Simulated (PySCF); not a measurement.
One of the candidates below gave these computed data.

- Dipole: 1.14 D [PBE0/def2-SVPD]
- 1H NMR: chemical shifts (computed TMS as zero) by class: 7.96 (1 H), 7.31 (1 H), 6.51 (1 H), 6.47 (1 H), 3.28 (2 H) ppm [GIAO PBE0/pcSseg-1]
- Polarisability: 69.5 au [PBE0/def2-SVPD]
- 13C NMR: chemical shifts (computed TMS as zero) by class: 151.1 (1 C), 149.6 (1 C) ppm [GIAO PBE0/pcSseg-1]
- Valence photoelectron: vertical ionisation energy: 9.10 eV [ΔSCF PBE0/def2-SVPD]
- Triplet: lowest triplet excitation (Tamm–Dancoff): 2.97 eV [TDA PBE0/def2-SVPD]
- NMR, other nuclei: isotropic shieldings of nuclei other than C and H, by class: 20 (1 B), 490 (1 P) ppm [GIAO PBE0/pcSseg-1]
- Rotational structure: rotational constants A, B, C: 14.444, 3.148, 2.637 GHz [PBE0-D3(BJ)/def2-SVP]

Electronic properties: PySCF, gas phase, density fitting. Levels stand in brackets. Geometry: PBE0-D3(BJ)/def2-SVP, one conformer, isolated molecule. NMR classes are plain means over equivalent atoms (diastereotopic ones count apart unless rotation or inversion swaps them), as if these changed places fast.

Problem. Which candidate is it?
A. `C#C[BH2-][PH3+]`
B. `C=CBP`
C. `C=C[BH2-][PH3+]`

Solution. B. It is `C=CBP`. Numbering: `[CH2:1]=[CH:2][BH:3][PH2:4]`. 2 carbons fall into 2 classes; from least to most shielded: alkene CH carbon [C2] (151.1 ppm), terminal =CH2 carbon [C1] (149.6 ppm). Hydrogen classes from least to most shielded: 1 H on a three-coordinate boron, B3 (7.96 ppm), 1 H on an alkene CH carbon, C2 (7.31 ppm), 1 H on a terminal =CH2 carbon, C1 (6.51 ppm), 1 H on a terminal =CH2 carbon, C1 (6.47 ppm), 2 H on a three-coordinate phosphorus, P4 (3.28 ppm). The other shieldings belong to: 20 ppm, three-coordinate boron [B3]; 490 ppm, three-coordinate phosphorus [P4]. The first electron is taken from the HOMO, whose largest Löwdin shares are 0.55 on the three-coordinate phosphorus, 0.14 on the three-coordinate boron, 0.08 on the terminal =CH2 carbon and 0.08 on the alkene CH carbon. By its constants the optimised geometry is an asymmetric top.

The others, at the same levels:
- `C#C[BH2-][PH3+]` fails: its computed 13C shifts are 94.7 (1 C), 92.8 (1 C) ppm, 1H shifts are 4.13 (3 H), 2.04 (2 H), 1.89 (1 H) ppm and rotational constant A is 15.292 GHz (against 14.444 GHz).
- `C=C[BH2-][PH3+]` fails: it has 8 hydrogens where the 1H data count 6; its computed 13C shifts are 149.5 (1 C), 137.5 (1 C) ppm, 1H shifts are 6.26 (1 H), 5.94 (1 H), 5.77 (1 H), 3.99 (3 H), 2.15 (2 H) ppm and smallest rotational constant is 2.507 GHz (against 2.637 GHz).

Each candidate is one conformer, not necessarily the lowest. Dipoles, sizes and rotational constants follow the conformer. The torsions of the flexible species, by atom-mapped SMILES:
- `[CH2:1]=[CH:2][BH:3][PH2:4]`: C1–C2–B3–P4 16°, H–P4–B3–C2 45°, H–P4–B3–C2 147°
- `[CH2:1]=[CH:2][BH2-:3][PH3+:4]`: C1–C2–B3–P4 -103°
